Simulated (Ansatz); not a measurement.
CH₆GeSSi (`[CH2]1[SiH2][S][GeH2]1`), relaxed with RKS PBE-D4/def2-SVP in Ansatz 0.2.0 from a rough embedded geometry. The force threshold is 0.03 eV/Å; the program also tests the step.

Charge 0, multiplicity 1.

Start:

```xyz
10

C    -0.632   -0.545   -0.203
Si   -0.707    1.099    0.639
S     1.394    1.347    0.440
Ge    1.270   -0.648   -0.465
H    -1.027   -1.356    0.498
H    -1.272   -0.562   -1.133
H    -1.411    2.097   -0.135
H    -1.088    0.993    2.088
H     1.910   -1.811    0.307
H     1.563   -0.614   -2.036
```

Task: How much energy does the relaxation release, and in how many steps? (Best estimate.)

Result: The calculation gave: 39.21 kJ/mol, in 4 steps.

Task: Which bonds change most? (An estimate is asked.)

Result: The calculation gave: S3–Ge4 from 2.194 to 2.279 Å; C1–Ge4 from 1.922 to 1.985 Å; Si2–H7 from 1.445 to 1.506 Å; C1–Si2 from 1.849 to 1.906 Å.

Task: Give the relaxed structure. (Estimate.)

Result: Ansatz gave: 
```xyz
10

C    -0.735   -0.606   -0.198
Si   -0.662    1.099    0.649
S     1.493    1.385    0.464
Ge    1.225   -0.658   -0.510
H    -1.086   -1.428    0.457
H    -1.318   -0.624   -1.140
H    -1.446    2.165   -0.071
H    -1.115    1.078    2.084
H     1.985   -1.767    0.266
H     1.659   -0.644   -2.001
```
